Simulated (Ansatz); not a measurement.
Molecule: sum formula FeOH2, net charge 0, quintet state. The spin state was set by rule; other spins were not relaxed. SMILES: [OH][FeH]
Geometry from a B3LYP-D3(BJ)/def2-TZVP (Ansatz, a first-principles code) optimisation:
```
Fe
O 1 1.7876
H 2 0.9568 1 138.12
H 1 1.6292 3 162.90 2 180.00
```
Charge 0, spin multiplicity 5.

Parts of the frozen-core correlation energy in def2-TZVPPD (Ansatz, hartree). Frozen orbitals: 10; correlated occupied orbitals by spin: 10 and 6; virtual: 121 and 125. Open shells are spin-unrestricted. No spin-orbit coupling. Non-relativistic.

```tsv
term	value
reference (HF)	-1338.52003
MP2 opposite-spin	-0.30204
MP2 same-spin	-0.15788
CCSD correlation	-0.47236
(T)	-0.01654
T1 diagnostic	0.027
largest doubles amplitude	0.021
<S^2> of the reference	6.030
```
